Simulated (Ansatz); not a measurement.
Species: C₄H₁₃BN₂ (charge 0, singlet). SMILES: CN(C)BN(C)C
Coordinates optimised at B3LYP-D3(BJ)/def2-TZVP (Ansatz, a first-principles code):
```
B
N 1 1.4187
N 1 1.4187 2 127.33
C 3 1.4493 1 126.88 2 -16.47
H 4 1.0863 3 111.04 1 -14.28
H 4 1.0957 5 107.51 3 120.00
H 4 1.0980 5 108.57 6 115.58
C 2 1.4493 1 126.88 3 -16.47
H 8 1.0863 2 111.04 1 -14.28
H 8 1.0957 9 107.51 2 120.00
H 8 1.0980 9 108.57 10 115.58
C 3 1.4504 1 120.42 2 165.85
H 12 1.0878 3 110.02 1 2.33
H 12 1.0971 13 108.63 3 -121.82
H 12 1.0973 13 108.11 14 -116.22
C 2 1.4504 1 120.42 3 165.85
H 16 1.0878 2 110.02 1 2.33
H 16 1.0971 17 108.63 2 -121.82
H 16 1.0973 17 108.11 18 -116.22
H 1 1.1977 2 116.33 8 163.53
```

Wanted: atomisation energy (electronic, to ground-state atoms), in kcal/mol. Valence correlation only, unless marked. UHF or UKS for open shells. Spin-orbit coupling is left out. No relativistic terms. The coupled-cluster limit lacks core correlation, which all-electron functionals hold. CBS marks a two-point X^-3 extrapolation of the correlation energy; Hartree-Fock from the larger set. [CCSD(T)-MP2]/basis is that difference in the basis named.

```json
[
 {"level": "revPBE-D3(BJ)/def2-TZVPD", "program": "Ansatz + dftd3", "atomisation energy (kcal/mol)": "1843.1"},
 {"level": "revPBE/def2-TZVPD", "program": "Ansatz", "atomisation energy (kcal/mol)": "1817.3"},
 {"level": "r2SCAN/def2-TZVPD", "program": "Ansatz", "atomisation energy (kcal/mol)": "1849.4"},
 {"level": "PBE0/def2-SVP", "program": "Ansatz", "atomisation energy (kcal/mol)": "1874.9"},
 {"level": "PBE0/def2-TZVPD", "program": "Ansatz", "atomisation energy (kcal/mol)": "[?]"},
 {"level": "PBE0/def2-QZVPP", "program": "Ansatz", "atomisation energy (kcal/mol)": "1858.2"},
 {"level": "BHLYP/def2-TZVPD", "program": "Ansatz", "atomisation energy (kcal/mol)": "[?]"},
 {"level": "r2SCANh/def2-TZVPD", "program": "Ansatz", "atomisation energy (kcal/mol)": "1841.1"},
 {"level": "CAM-B3LYP-D3(BJ)/def2-TZVPD", "program": "Ansatz + dftd3", "atomisation energy (kcal/mol)": "[?]"},
 {"level": "LC-wPBE/def2-TZVPD", "program": "Ansatz", "atomisation energy (kcal/mol)": "1850.5"},
 {"level": "B2GP-PLYP-D4/def2-TZVPD", "program": "Ansatz + dftd4", "atomisation energy (kcal/mol)": "1831.1"},
 {"level": "B2PLYP-D3(BJ)/def2-TZVPD", "program": "Ansatz + dftd3", "atomisation energy (kcal/mol)": "1839.3"},
 {"level": "SCS-MP2/cc-pVDZ", "program": "Ansatz", "atomisation energy (kcal/mol)": "1725.2"},
 {"level": "CCSD/STO-3G", "program": "Ansatz", "atomisation energy (kcal/mol)": "1890.0"},
 {"level": "CCSD/6-31G*", "program": "Ansatz", "atomisation energy (kcal/mol)": "1670.8"},
 {"level": "CCSD/cc-pVTZ", "program": "Ansatz", "atomisation energy (kcal/mol)": "1781.6"},
 {"level": "RI-MP2/CBS(aug-cc-pVTZ,aug-cc-pVQZ)+[CCSD(T)-MP2]/aug-cc-pVTZ", "program": "Ansatz", "atomisation energy (kcal/mol)": "1850.1"}
]
```

Task: What belongs in the gaps?

Result: 
- PBE0/def2-TZVPD, atomisation energy (kcal/mol): 1855.7
- BHLYP/def2-TZVPD, atomisation energy (kcal/mol): 1803.0
- CAM-B3LYP-D3(BJ)/def2-TZVPD, atomisation energy (kcal/mol): 1868.0
